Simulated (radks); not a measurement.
Problem. The iridium ion Ir51+, 26 electrons, occupied as [Ar] 3d8. Method: Dirac Kohn-Sham, PBE, spin-unpolarised, spherical densities, finite nucleus; open shells fill j = l - 1/2 first; Fermi nuclear charge, rms radius 5.4032 fm; computed with a radial shooting solver on a logarithmic mesh with Libxc functionals. Some entries of the table are withheld. Estimate them.

| orbital | occ. | eigenvalue (eV) | <r> (bohr) |
|---|---|---|---|
| 1s1/2 | 2 | -78973.00 | (1) |
| 2s1/2 | 2 | -16203.81 | 0.07273 |
| 2p1/2 | 2 | (2) | 0.05995 |
| 2p3/2 | 4 | (3) | 0.06818 |
| 3s1/2 | 2 | -5811.474 | 0.1844 |
| 3p1/2 | 2 | -5581.502 | (4) |
| 3p3/2 | 4 | -5195.704 | (5) |
| 3d3/2 | 4 | (6) | 0.1626 |
| 3d5/2 | 4 | (7) | 0.1668 |

Solution. 
(1) 1s1/2 <r> (bohr): 0.01744
(2) 2p1/2 eigenvalue (eV): -15666.60
(3) 2p3/2 eigenvalue (eV): -14027.33
(4) 3p1/2 <r> (bohr): 0.1741
(5) 3p3/2 <r> (bohr): 0.1877
(6) 3d3/2 eigenvalue (eV): -4830.391
(7) 3d5/2 eigenvalue (eV): -4744.588
